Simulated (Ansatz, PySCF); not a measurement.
This PySCF input computes a r2SCAN/def2-TZVPD energy:

```python
from pyscf import gto, scf, dft

mol = gto.M(
    atom='''
    Se   -0.00000000   -0.00000000   -0.71565625
    Cl    0.00000000    0.00000000    1.43131250
    ''',
    basis='def2-tzvpd',
    charge=0,
    spin=1,
    symmetry='C2v',
    verbose=4,
)

mf = dft.UKS(mol, xc='r2scan').density_fit(auxbasis='def2-universal-jkfit')
mf.grids.level = 4
mf.conv_tol = 1e-9
mf.max_cycle = 100
mf.max_memory = 1500
mf.kernel()
if not mf.converged:
    mf = mf.newton()
    mf.kernel(mf.make_rdm1())
mf.analyze()
```

### Question
Write an input for the same energy in Ansatz (an electronic-structure program) and say what it gives.

### Answer

Ansatz 0.2 input:
```yaml
crystal:
  periodic: [false, false, false]
  atoms:
    - {symbol: Se, position_ang: [-0.00000000, -0.00000000, -0.71565625]}
    - {symbol: Cl, position_ang: [0.00000000, 0.00000000, 1.43131250]}
basis:
  gaussian:
    orbitals: def2-TZVPD
hamiltonian:
  xc: {name: r2SCAN}
magnetization: {spin_polarized: true, initial_magnetization: 1}
output: {forces: true}
```
It gives -2861.70007 Eh, and PySCF -2861.70010 Eh, a difference of 0.03 mEh, from the treatment of integrals and grids.
